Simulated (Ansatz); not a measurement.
Coupled-cluster diagnostics for Cu4B (the lowest doublet isomer of a short search), Ansatz.

Geometry of the doublet (B3LYP-D4/def2-SVP):

```xyz
5

B    -0.8695    0.2202    0.3035
Cu    0.4125    0.9685    1.5629
Cu    0.7869    0.8028   -0.8877
Cu    0.7206   -1.1841    0.3612
Cu   -1.0505   -0.8074   -1.3399
```

Correlated methods freeze 37 core orbitals. In CCSD on the charge 0 quartet the largest single amplitude is 0.30, so its Hartree–Fock determinant may place the open shell otherwise than the density functionals do. The structure comes from a short search, and lower isomers may exist.

Geometry of the charge 0 quartet (B3LYP-D4/def2-SVP):

```xyz
5

B     0.570    0.137   -0.486
Cu    1.193   -1.523    0.366
Cu   -1.158   -0.808   -0.388
Cu    0.015    0.532    1.364
Cu   -0.619    1.661   -0.856
```

(1) Estimate the CCSD(T) correlation energy, the shares of MP2 and (T), T1 and the reference's ⟨S²⟩ for: charge 0, doublet, own geometry in def2-SVP; charge 0, quartet, own geometry in def2-SVP; and the rough time on 4 threads of INTEL XEON PLATINUM 8581C on a shared host.

## Answers

(1) 
```
                          state     basis  correlation (eV)  MP2 share (%)  (T) share (%)     T1  ⟨S²⟩ (pure)  wall time                                          remarks
charge 0, doublet, own geometry  def2-SVP           -36.438          104.5            6.5  0.054  1.24 (0.75)       41 s  large T1 (0.054), spin-contaminated (⟨S²⟩ 1.24)
charge 0, quartet, own geometry  def2-SVP           -35.705          104.9            6.4  0.052  3.78 (3.75)       45 s                                 large T1 (0.052)
```
Customary marks for T1 are 0.02 (closed shells), 0.045 (open shells) and about 0.05 (3d metals). T1 exceeds 0.02 in 2 of 2 rows and 0.045 in 2; the higher it lies, the less the single-reference result can be trusted.
